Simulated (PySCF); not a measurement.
A structure optimised at PBE-D3(BJ)/def2-SVP, used in a PySCF frequency run:

```xyz
13

C      1.7037    -0.5251     0.1708
C      0.3465     0.1318     0.0722
F      0.4794     1.4527     0.4980
C     -0.5007     0.0404    -1.2138
C     -1.5602    -0.5805    -0.2872
O     -0.6514    -0.5266     0.8409
H      2.0320    -0.5142     1.2287
H      2.4455     0.0263    -0.4390
H      1.6524    -1.5751    -0.1743
H     -0.7403     1.0285    -1.6469
H     -0.0942    -0.6306    -1.9932
H     -1.8601    -1.6249    -0.5194
H     -2.4747     0.0290    -0.1171
```
Charge 0, spin multiplicity 1.

Q: Write its SMILES and formula.

A: C[C@@]1(F)CCO1, C4H7FO

Q: What are its rotational constants (standard atomic weights)?

A: 5.5059, 3.3076, 3.0422 GHz
